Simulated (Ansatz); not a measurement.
**Counterpoise correction, worked out**

The pair of K⁺ (SMILES [K+], atom 1) and Si$_{2}$H$_{6}$ (SMILES [SiH3][SiH3], atoms 2–9), both closed shells, in one local arrangement (a lower one may exist), relaxed at PBE0-D4/def2-TZVP:

```
9
angstrom
K -0.5405 0.3120 -4.2274
Si -0.3995 -0.3043 1.6193
Si 0.5392 0.2163 -0.4600
H -1.8111 -0.6984 1.3847
H 0.3686 -1.4275 2.2068
H -0.3269 0.9035 2.4755
H -0.2352 1.3032 -1.1522
H 0.4449 -0.9478 -1.4069
H 1.9603 0.6432 -0.4398
```

Computed with Ansatz 0.2.0 (basis: def2-TZVPPD); correlated methods freeze the cores. The outer core shell of Li, Na, Mg and K is correlated. The def2 sets are not built for correlating such inner shells, so the correlated values are less sure here.

CCSD(T) total energies in eV:

| system | geometry | basis functions | energy |
| --- | --- | --- | --- |
| pair | pair | all | -32133.15790 |
| K⁺ | as in the pair | all (partner as ghosts) | -16304.26150 |
| Si$_{2}$H$_{6}$ | as in the pair | all (partner as ghosts) | -15828.60216 |
| K⁺ | as in the pair | its own | -16304.24723 |
| Si$_{2}$H$_{6}$ | as in the pair | its own | -15828.59801 |
| K⁺ | free (PBE0-D4 minimum) | its own | -16304.24723 |
| Si$_{2}$H$_{6}$ | free (PBE0-D4 minimum) | its own | -15828.63944 |

Problem. Work out the interaction energy with and without the counterpoise correction, the superposition error, and the binding energy from the relaxed fragments.

Solution. Without correction: -32133.15790 − (-16304.24723) − (-15828.59801) = -0.31266 eV.
With correction (each fragment in the whole basis): -32133.15790 − (-16304.26150) − (-15828.60216) = -0.29424 eV = -6.79 kcal/mol.
The superposition error is the difference, 0.01842 eV, 6 % of the uncorrected value: each fragment borrows its partner's functions.
Deformation from the free shapes: 0.00000 eV for K⁺ and 0.04143 eV for Si$_{2}$H$_{6}$.
Binding energy from relaxed fragments: -0.29424 + 0.00000 + 0.04143 = -0.25281 eV = -5.83 kcal/mol (electronic, without zero-point energy; negative means bound). For comparison, the corrected interaction energy by CCSD(T) at an estimated basis limit (MP2 extrapolated from triple and quadruple zeta, plus CCSD(T) − MP2 in triple zeta) is -0.308 eV; triple zeta with the correction binds less.

No T1 diagnostic of these runs exceeds 0.013.

For scale, one of the runs: CCSD(T)/def2-TZVPPD, 234 basis functions, launched by `ansatz run in.yaml --threads 4 --pin off --events-out ev --progress --plain --max-ram 9574MiB`. Time: 54 s of wall clock on 4 CPU threads of an Arm Neoverse V1; the host was shared. Peak host memory: 3.8 GiB.
